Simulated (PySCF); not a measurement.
Dipole moment and polarisability of `CO[C@@H]([SiH3])C[SiH3]`

C3H12OSi2.
SMILES with atom numbers: `[CH3:1][O:2][C@@H:3]([SiH3:4])[CH2:5][SiH3:6]` (hydrogens: H7, H8, H9 on C1; H10 on C3; H11, H12, H13 on Si4; H14, H15 on C5; H16, H17, H18 on Si6)

Geometry (PBE0-D3(BJ)/def2-SVP, Å), atoms numbered from 1 in this order:
```
atom  x, y, z in Å
C1    -0.9598    1.8792    0.6399
O2    -0.3206    0.9941   -0.2302
C3    -0.2721   -0.3528    0.2107
Si4   -1.8912   -1.2820   -0.2168
C5     0.9397   -1.0016   -0.4496
Si6    2.4367    0.1633   -0.3771
H7    -2.0234    1.6198    0.7993
H8    -0.4612    1.9101    1.6287
H9    -0.9107    2.8802    0.1897
H10   -0.1180   -0.3724    1.3106
H11   -2.0251   -1.3470   -1.7032
H12   -1.8340   -2.6713    0.3347
H13   -3.0940   -0.5975    0.3498
H14    1.1813   -1.9542    0.0491
H15    0.7414   -1.2389   -1.5096
H16    3.6895   -0.6322   -0.5822
H17    2.5099    0.8013    0.9752
H18    2.3951    1.2214   -1.4266
```

Level: wB97X-D/def2-SVPD (PySCF), static field, nuclei fixed, core orbitals frozen in the response. The polarisability tensor in these axes (au):

```
x   112.67   4.87  -2.77
y     4.87  98.83   3.33
z    -2.77   3.33  85.99
```

Problem. Diagonalise the tensor; give its mean and Δα, where Δα² is half the sum of the squared differences of the eigenvalues.

Solution. Principal values 84.63, 98.55 and 114.31 au; mean 99.16 au = 14.69 Å³ = 16.35 × 10⁻⁴⁰ C²·m²/J; Δα = 25.72 au (26 % of the mean).

Problem. What is the dipole moment, and where does it point?

Solution. (-0.78, -0.15, 1.08) D, 1.34 D in size, pointing from the negative to the positive side. Measured along this direction, the outermost atoms are H18 at the negative end and H13 at the positive end.

Problem. Estimate the molar refractivity from the static electronic polarisability.

Solution. Lorentz–Lorenz: R = (4π/3)N_A α = 2.5225 cm³/(mol·Å³) × 14.69 Å³ = 37.1 cm³/mol, in the limit of long wavelengths.

Problem. Rayleigh depolarisation ratio (linearly polarised light, static tensor)?

Solution. ρ = 3Δα²/(45ᾱ² + 4Δα²) = 1984.6/(442504 + 2646.1) = 0.00446.

Problem. Traceless (Buckingham) quadrupole moment about the centre of nuclear charge: eigenvalues?

Solution. -5.98, -0.02, 6.00 D·Å. The values depend on the origin, since the dipole doesn't vanish. The electronic extent ⟨r²⟩ about the same centre is 1218 bohr², a root-mean-square distance of 2.27 Å for the 66 electrons.

Problem. Find the Langevin capture rate constant for O2+ (31.990 u) meeting this molecule (120.043 u), k = 2.342 × 10⁻⁹ cm³/s × √(α in Å³ / reduced mass in u).

Solution. The reduced mass is 25.26 u, so k = 1.79 × 10⁻⁹ cm³/s. The formula leaves out the permanent dipole, which adds to the capture rate.

Problem. Refractivity n − 1 of an ideal gas of it at 298.15 K and 1 atm, from the electronic α?

Solution. N = p/kT = 2.4615 × 10¹⁹ cm⁻³, so n − 1 = 2π × N × 14.69 × 10⁻²⁴ cm³ = 2273 × 10⁻⁶ at long wavelengths, for an ideal gas.

Isolated species at its PBE0-D3(BJ)/def2-SVP geometry (one conformer only).

These values come from a run that also computed excited states and ΔSCF ions. Time: 1.7 min of wall time. Hardware: Arm Neoverse V1, one thread, no GPU, on a shared host.
